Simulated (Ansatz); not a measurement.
Cartesian coordinates in Å:
```
F 0.241 1.678 1.788
Si 0.182 0.107 1.548
F -1.334 -0.269 1.836
N 0.587 -0.335 -0.026
Ge -0.372 -0.035 -1.581
H 1.064 -0.538 2.535
H 1.500 -0.745 -0.156
H -0.730 -1.385 -2.224
H 0.491 0.787 -2.552
H -1.629 0.734 -1.168
```

Charge 0, multiplicity 1.

Question: List the ωB97M-V/def2-TZVPP orbital energies in eV (Ansatz). (An estimate is asked.)

Answer: Computed: Occupied: -10866.98, -1808.55, -1362.80, -1210.53, -1210.52, -1210.52, -677.42, -677.35, -394.51, -174.61, -149.40, -123.88, -123.84, -123.83, -103.56, -103.53, -103.50, -36.73, -36.66, -36.65, -36.58, -36.58, -36.27, -35.72, -26.57, -18.97, -18.39, -16.46, -16.33, -15.93, -14.81, -14.72, -14.31, -13.99, -12.68, -12.30, -12.10, -10.37. Lowest empty: 1.80, 2.50, 3.11, 3.21, 3.31, 3.47, 3.71, 4.62.
